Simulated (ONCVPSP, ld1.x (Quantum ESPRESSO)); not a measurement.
## Pseudopotentials across the periodic table

Generated with ld1.x 7.5 (TM, RRKJ, ultrasoft, PAW), atompaw 4.2 or ONCVPSP 4.0.1. The cutoff is in Ry: for ld1.x and atompaw files where the sum of valence levels is converged to 10 mRy in a Bessel basis, for ONCV files where the hardest occupied wave has 1 mHa per electron of residual kinetic energy. The error is the largest all-electron minus pseudo excitation energy over each file’s own four to seven test configurations (ionisations up to +4, promotions, holes and added fractions of an electron), all of which were solved. The labels leave out finer settings (local radius, basis sizes, second energies), which also bear on the numbers. Spin-polarised tests are not counted. The rows are a selection from randomly drawn settings: files with unsolved tests, undetermined cutoffs or missed reference levels are left out.

A true bound ghost makes a file unfit for plane-wave use even where its test errors are small: the radial tests pick states by their node count and pass the ghost by.

| element | potential | cutoff (Ry) | largest error (meV) | bound ghosts |
| --- | --- | --- | --- | --- |
| Be | ONCV, PBE, scalar-relativistic, rc 0.80/4.00 (sp), local smoothed, core correction no, reference 1s2 2s1.75 2p0.25, qcut 16.9/2.7, projectors 2/3 | 188 | +81 | none |
| C | ONCV, LDA (Perdew-Zunger), scalar-relativistic, rc 1.15/1.70/1.45 (spd), local smoothed, core correction yes, reference 2s2 2p2, qcut 6.8/9.3/7.5, projectors 1/1/3 | 44 | +124 | none |
| Cd | ONCV, PBE, scalar-relativistic, rc 1.30/1.35/1.90 (spd), local smoothed, core correction yes, reference 4s2 4p6 4d10 5s2, qcut 8.1/9.4/9.8, projectors 2/2/2 | 59 | -8.7 | none |
| Dy | ONCV, PBE, fully relativistic, rc 2.48/2.55/3.65 (spd), local smoothed, core correction yes, reference 5s2 5p6 5d1 6s1.75 6p0.25, qcut 6/6.6/4.8, projectors 2/2/2 | 19 | -860 | none |
| Re | ONCV, PBE, scalar-relativistic, rc 1.15/1.35/2.15 (spd), local smoothed, core correction yes, reference 5s2 5p6 5d5, qcut 6.2/6.5/7, projectors 3/2/2 | 168 | -13 | none |
| Pt | ONCV, LDA (Perdew-Zunger), scalar-relativistic, rc 1.45/1.50/1.55/0.85 (spdf), local smoothed, core correction no, reference 4f14 5s2 5p6 5d9 6s1, qcut 9.1/11/5.2/19.5, projectors 3/2/2/2 | 338 | -12 | none |

(1) Fill in the row for Cd: ONCV, PBE, scalar-relativistic, rc 2.45/2.05/1.35 (spd), local smoothed, core correction yes, reference 4d10 5s1, qcut 3.2/4.8/13.8, projectors 3/2/2.

(2) Fill in the row for B: TM, PW91, scalar-relativistic, rc 1.40/3.10/2.35 (spd), local p, core correction yes, reference 2s2 2p0.

## Answers

(1) cutoff 76 Ry, largest error -178 meV, bound ghosts: s, p.

(2) cutoff 21 Ry, largest error +181 meV, bound ghosts: none.
